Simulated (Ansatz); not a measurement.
CH₂N (SMILES C#[NH+]), charge +1, singlet, geometry from GFN2-xTB; B3LYP/aug-cc-pVDZ (Ansatz, a program for electronic structure).

Input for Ansatz:
Ansatz 0.2 input:
```yaml
crystal:
  periodic: [false, false, false]
  atoms:
    - {symbol: C, position_ang: [-0.00000000, -0.00000000, -0.60033820]}
    - {symbol: N, position_ang: [0.00000000, 0.00000000, 0.53266727]}
    - {symbol: H, position_ang: [-0.00000000, -0.00000000, -1.67488159]}
    - {symbol: H, position_ang: [0.00000000, 0.00000000, 1.54823991]}
basis:
  gaussian:
    orbitals: aug-cc-pVDZ
    final_grid: {core_spheres: 4, valence_spheres: 8, degree: 17}
hamiltonian:
  xc: b3lyp
total_charge: 1
```

It wrote (shortened):

```
Functional definition: B3LYP
588 factors; their error is unknown
mean field evaluation 1: about -2540.1413 eV, gradient 7.1e1 eV
mean field evaluation 2: about -2522.4983 eV, gradient 1.1e2 eV
mean field evaluation 4: about -2550.0666 eV, gradient 4.0e0 eV
mean field evaluation 8: about -2550.0999 eV, gradient 3.1e-2 eV
mean field -2550.09988488 eV, -93.7144422496 hartree, gradient 1.1e-5 eV, S^2 0.000000; 0 other end points of the search recorded, 0 dependent functions left out
reference -2550.10006635 eV, -93.7144489184 hartree; 7, 7 occupied and 57, 57 virtual orbitals, 588 factors
Total energy: -2550.10006635 eV, -93.7144489184 hartree
```
